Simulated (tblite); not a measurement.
Species: C6H7N2 (doublet state).
Cartesian coordinates in Å at the GFN2-xTB level; atoms count from 1:
```xyz
15
C6H7N2 angstrom
C     -2.4387   -0.4026   -0.1812
C     -1.1739   -0.6884   -0.4213
C     -0.1604    0.3210   -0.9043
C      0.7267    0.6194    0.2550
C      0.3733    1.6306    1.1336
N      0.0817    2.4846    1.8538
C      1.8807   -0.1670    0.5146
N      2.1956   -1.1144   -0.2871
H     -3.1319   -1.1520    0.1611
H     -2.8405    0.5867   -0.3280
H     -0.7727   -1.6776   -0.2527
H     -0.6668    1.2231   -1.2503
H      0.4414   -0.1232   -1.6982
H      2.4515    0.1016    1.4126
H      3.0297   -1.6337   -0.0295
```

Level: GFN2-xTB in tblite, geometry and Hessian alike; calculated harmonic values, unscaled, isolated species. Errors from tens to a few hundred cm⁻¹ against measured bands are possible. One conformer, not necessarily the lowest. Open shells enter through the occupations alone, without spin polarisation, and single modes of such species can be off by tens of per cent.

Harmonic wavenumbers (cm⁻¹): 28.9, 53.0, 126.2, 149.9, 191.7, 237.0, 310.1, 417.3, 493.7, 508.2, 550.9, 612.5, 717.7, 818.7, 892.5, 903.8, 945.0, 962.4, 1016.7, 1057.0, 1146.5, 1154.3, 1241.1, 1267.3, 1286.2, 1306.7, 1395.9, 1401.4, 1423.8, 1535.1, 1694.1, 2273.1, 2865.1, 2988.7, 2999.9, 3076.5, 3100.9, 3127.4, 3370.5.

A = 2230, B = 1928, C = 1133 MHz; mass 107.061 u (most abundant isotopes); point group C1, symmetry number 1; spin multiplicity 2.

What is the zero-point energy?

½Σν̃ = 24824 cm⁻¹ = 70.97 kcal/mol.

Entropy at 200 K, 1 bar (ideal gas, RRHO, classical rotation)?

Translation 37.96, rotation 27.39, vibration 18.09, spin (R ln 2) 1.38: S = 84.8 cal/(mol K).

And Cp and H(200 K) − H(0)?

Cp = 24.98 cal/(mol K), of which vibrations give 17.03 (their classical limit is 39 R = 77.5); H(200 K) − H(0) = 3.41 kcal/mol without the zero-point energy, 1.82 from vibrations.

Which modes carry the vibrational entropy at 200 K?

28.9 cm⁻¹: 5.11; 53.0 cm⁻¹: 3.92; 126.2 cm⁻¹: 2.25; 149.9 cm⁻¹: 1.93; 191.7 cm⁻¹: 1.50; 237.0 cm⁻¹: 1.15 cal/(mol K); the other 33 give 2.24 together.

How do the functions run with temperature in this model?

```json
{"T (K)": "50", "S (cal/(mol K))": "59.9", "Cp (cal/(mol K))": "13.1", "H − H(0) (kcal/mol)": "0.52", "G − H(0) (kcal/mol)": "-2.47", "ln q(vib)": "0.86"}
{"T (K)": "100", "S (cal/(mol K))": "70.4", "Cp (cal/(mol K))": "17.5", "H − H(0) (kcal/mol)": "1.29", "G − H(0) (kcal/mol)": "-5.75", "ln q(vib)": "2.12"}
{"T (K)": "298.15", "S (cal/(mol K))": "96.2", "Cp (cal/(mol K))": "32.6", "H − H(0) (kcal/mol)": "6.24", "G − H(0) (kcal/mol)": "-22.45", "ln q(vib)": "6.71"}
{"T (K)": "373.15", "S (cal/(mol K))": "104.1", "Cp (cal/(mol K))": "38.3", "H − H(0) (kcal/mol)": "8.90", "G − H(0) (kcal/mol)": "-29.96", "ln q(vib)": "8.33"}
{"T (K)": "500", "S (cal/(mol K))": "116.5", "Cp (cal/(mol K))": "46.5", "H − H(0) (kcal/mol)": "14.30", "G − H(0) (kcal/mol)": "-43.97", "ln q(vib)": "11.01"}
{"T (K)": "750", "S (cal/(mol K))": "137.7", "Cp (cal/(mol K))": "58.0", "H − H(0) (kcal/mol)": "27.47", "G − H(0) (kcal/mol)": "-75.84", "ln q(vib)": "16.02"}
{"T (K)": "1000", "S (cal/(mol K))": "155.5", "Cp (cal/(mol K))": "65.4", "H − H(0) (kcal/mol)": "42.95", "G − H(0) (kcal/mol)": "-112.56", "ln q(vib)": "20.62"}
```

q(vib) and H(0) count from the zero-point level.

Hindered rotation and anharmonicity are outside this model. Other conformers, if any are populated, would add a mixing term that is left out. The structure is chiral; the term R ln 2 for an equal mix with its mirror image is left out.

The run took 0.35 s of wall time on Arm Neoverse V2, one thread, on a shared host. The figure is for the frequency step alone.
